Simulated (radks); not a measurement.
Problem. Species: Ta-. Configuration: [Xe] 4f14 5d4 6s2. All-electron calculation, scalar-relativistic Kohn-Sham, LDA (Slater exchange, VWN5 correlation), spin-polarised, spherical densities, finite nucleus; open shells are filled with parallel spins first (spin-orbit coupling, left out, can overturn this in heavy ions); Fermi nuclear charge, rms radius 5.3507 fm; hard spherical wall at 1.5 bohr. Program: a radial shooting solver on a logarithmic mesh with Libxc functionals. Some entries of the table are withheld. Estimate them.

orbital  occ.  eigenvalue (eV)  <1/r> (bohr^-1)
1s up       1        -67078.28            85.33
1s down     1        -67078.23            85.33
2s up       1        -11362.14            19.93
2s down     1        -11360.98            19.93
2p up       3        -9937.949            18.14
2p down     3        -9936.973            18.14
3s up       1        -2460.813            7.366
3s down     1        -2460.147            7.366
3p up       3        -2037.319            6.818
3p down     3        -2036.617            6.818
3d up       5        -1540.043            6.447
3d down     5        -1539.094            6.446
4s up       1        -369.5269            3.091
4s down     1        -368.2559            3.089
4p up       3        -232.7810            2.794
4p down     3        -231.5389            2.793
4d up       5         -57.5960            2.448
4d down     5         -56.2061            2.450
5s up       1          85.7441            1.478
5s down     1          89.1215            1.483
5p up       3         135.8497            1.457
4f up       7         136.7396            1.963
4f down     7         138.4804            1.971
5p down     3         139.3912            1.460
5d up       4         211.4893            1.487
5d down     0         215.0828            1.487
5f up       0         308.1976            1.622
5f down     0         311.4582            1.616
6s up       1         428.1315            1.748
6s down     1         430.6191            1.747
6p up       0         489.2297            1.764
6p down     0         491.6761            1.764
7s up       0         945.5827              (1)
7s down     0         948.0438              (2)

Solution. 
(1) 7s up <1/r> (bohr^-1): 1.963
(2) 7s down <1/r> (bohr^-1): 1.963
